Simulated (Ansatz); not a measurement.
Reaction (ligand exchange at the Si–C bond): `N[SiH2]C(O)F` + `[AlH2][SH]` → `N[SiH2][S][AlH2]` + `OCF`

Calculated with Ansatz (gas phase, PBE0-D4/def2-TZVP geometries, no zero-point term in ΔE). CCSD(T)/CBS is the MP2 limit (def2-TZVPP, def2-QZVPP) plus CCSD(T) − MP2 in def2-TZVPP, frozen cores. This one scheme is used for every species. One conformer a species, not always the lowest.

```csv
species,CCSD(T)/CBS(def2) energy (Eh)
`N[SiH2]C(O)F`,-560.42813
`[AlH2][SH]`,-641.61836
`N[SiH2][S][AlH2]`,-987.26936
`OCF`,-214.81254
```

Work out ΔE.

ΔE = (-987.26936) + (-214.81254) − (-560.42813) − (-641.61836) = -0.03541 Eh = -93.0 kJ/mol.

Largest T1 diagnostic among the species: 0.012.

From PBE to PBE0 (25 % exact exchange), in def2-TZVPP and without D4, ΔE moves by −7.5 kJ/mol. The D4 term adds −3.3 kJ/mol with B3LYP and −1.9 kJ/mol with PBE0; it sums over pairs of atoms, weighted by their polarisabilities, and B3LYP, whose exchange is more repulsive, gets the larger term.

B3LYP here is the variant with VWN-RPA as its local correlation; programs differ in this.
